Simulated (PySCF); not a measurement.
# Dipole moment and polarisability of 4-bromophenol

Species: 4-bromophenol, C6H5BrO.
Atom-mapped SMILES: `[OH:1][c:2]1[cH:3][cH:4][c:5]([Br:6])[cH:7][cH:8]1` (hydrogens: H9 on O1; H10 on C3; H11 on C4; H12 on C7; H13 on C8)

Structure used (PBE0-D3(BJ)/def2-SVP), in Å, numbered top down from 1:
```xyz
13
C6H5BrO angstrom
O     -2.387    0.587   -0.117
C     -1.054    0.386   -0.098
C     -0.236    1.371   -0.663
C      1.145    1.215   -0.673
C      1.720    0.072   -0.116
Br     3.596   -0.137   -0.129
C      0.916   -0.915    0.448
C     -0.468   -0.756    0.456
H     -2.829   -0.157    0.306
H     -0.703    2.259   -1.092
H      1.780    1.985   -1.114
H      1.367   -1.808    0.883
H     -1.098   -1.533    0.899
```

Level: wB97X-D/def2-SVPD (PySCF), static field, nuclei fixed, core orbitals frozen in the response. The polarisability tensor in these axes (au):

```
x   133.77  -4.13  -2.75
y    -4.13  86.87 -14.40
z    -2.75 -14.40  66.28
```

Give the principal values, the mean and the anisotropy Δα = √{½[(α1 − α2)² + (α2 − α3)² + (α1 − α3)²]}.

Principal values 58.62, 94.13 and 134.16 au; mean 95.64 au = 14.17 Å³ = 15.77 × 10⁻⁴⁰ C²·m²/J; Δα = 65.46 au (68 % of the mean).

What is the dipole moment, and where does it point?

(-2.07, -0.93, 0.63) D, 2.36 D in size, pointing from the negative to the positive side. Measured along this direction, the outermost atoms are Br6 at the negative end and H9 at the positive end.

What would n − 1 = 2πNα be for an ideal gas of these molecules at 350 K and 1 atm, electronic part alone?

N = p/kT = 2.0968 × 10¹⁹ cm⁻³, so n − 1 = 2π × N × 14.17 × 10⁻²⁴ cm³ = 1867 × 10⁻⁶ at long wavelengths.

Give the eigenvalues of the traceless quadrupole moment Θ = ½Σq(3rr − r²1), origin at the centre of nuclear charge.

-8.63, -5.67, 14.30 D·Å. The values depend on the origin, since the dipole doesn't vanish. The electronic extent ⟨r²⟩ about the same centre is 1720 bohr², a root-mean-square distance of 2.39 Å for the 84 electrons.

Find the Langevin capture rate constant for H3O+ (19.018 u) meeting this molecule (171.952 u), k = 2.342 × 10⁻⁹ cm³/s × √(α in Å³ / reduced mass in u).

The reduced mass is 17.12 u, so k = 2.13 × 10⁻⁹ cm³/s. The formula leaves out the permanent dipole, which adds to the capture rate.

Directions of the eigenvectors, and the extent of the frame along each?

Largest value along (1.00, -0.08, -0.02), where the nuclei span 6.41 Å; middle along (0.06, 0.88, -0.46), 4.39 Å; least along (0.06, 0.46, 0.89), 0.01 Å. The response follows the extents in order.

Rayleigh depolarisation ratio (linearly polarised light, static tensor)?

ρ = 3Δα²/(45ᾱ² + 4Δα²) = 12856.8/(411595 + 17142.5) = 0.03.

One conformer (not necessarily the lowest) at the PBE0-D3(BJ)/def2-SVP geometry, without solvent, vibrations or thermal averaging. The calculation is non-relativistic, for bromine too.

These values come from a run that also computed excited states. On Intel Xeon Platinum 8488C, one thread (shared host), this took 57 s wall (grids of density and orbitals included) and 1.0 GiB of memory at its peak.
